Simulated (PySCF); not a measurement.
Two species compared at the same levels of theory.

First species: C₄H₆F₃O₂P.
Atom-mapped SMILES: `[CH2:1]=[C:2]([CH3:3])[P@@:4](=[O:5])([OH:6])[C:7]([F:8])([F:9])[F:10]` (hydrogens: H11, H12 on C1; H13, H14, H15 on C3; H16 on O6)

Second species: C₁₁H₁₂.
SMILES with atom numbers: `[CH2:1]=[CH:2][CH2:3]/[CH:4]=[CH:5]\[c:6]1[cH:7][cH:8][cH:9][cH:10][cH:11]1` (hydrogens: H12, H13 on C1; H14 on C2; H15, H16 on C3; H17 on C4; H18 on C5; H19 on C7; H20 on C8; H21 on C9; H22 on C10; H23 on C11)

Levels: PBE0/pcSseg-1 for dipole moment, HOMO energy, LUMO energy and HOMO–LUMO gap; GFN2-xTB for rotational constant A and rotational constant C. Geometries: GFN2-xTB. Each species is one conformer at its optimised geometry, gas phase, non-relativistic unless stated; the electronic structure was computed with PySCF and density fitting.

The conformers computed, where there is a choice (atom-mapped SMILES and torsion angles):
- `[CH2:1]=[C:2]([CH3:3])[P@@:4](=[O:5])([OH:6])[C:7]([F:8])([F:9])[F:10]`: C1–C2–P4–O5 -146°, C2–P4–C7–F8 -59°, H–O6–P4–C2 -138°
- `[CH2:1]=[CH:2][CH2:3]/[CH:4]=[CH:5]\[c:6]1[cH:7][cH:8][cH:9][cH:10][cH:11]1`: C1–C2–C3–C4 -120°, C2–C3–C4–C5 -113°, C4–C5–C6–C7 48°

**Question.** Which has the higher rotational constant C?

**Answer.** The first: 0.922 GHz against 0.494 GHz, a difference of 0.428 GHz.

**Question.** Which of the two has the higher rotational constant A, and by how much?

**Answer.** The second: 2.656 GHz against 1.512 GHz, a difference of 1.144 GHz.

**Question.** Which has the higher dipole moment?

**Answer.** The first: 3.17 D against 0.25 D, a difference of 2.92 D.

**Question.** Which has the higher LUMO energy?

**Answer.** The second: -0.78 eV against -1.14 eV, a difference of 0.36 eV.

**Question.** Which of the two has the higher HOMO energy, and by how much?

**Answer.** The second: -6.66 eV against -8.48 eV, a difference of 1.82 eV.

**Question.** Which has the higher HOMO–LUMO gap?

**Answer.** The first: 7.34 eV against 5.88 eV, a difference of 1.46 eV.

On the first: A dipole of 3.17 D is allowed in C1, and pure rotational transitions are dipole-allowed. The dipole matches unit charges of opposite sign 0.66 Å apart (1 e·Å = 4.8032 D).

On the second: A dipole of 0.25 D is allowed in C1, and pure rotational transitions are dipole-allowed. The dipole matches unit charges of opposite sign 0.05 Å apart (1 e·Å = 4.8032 D).
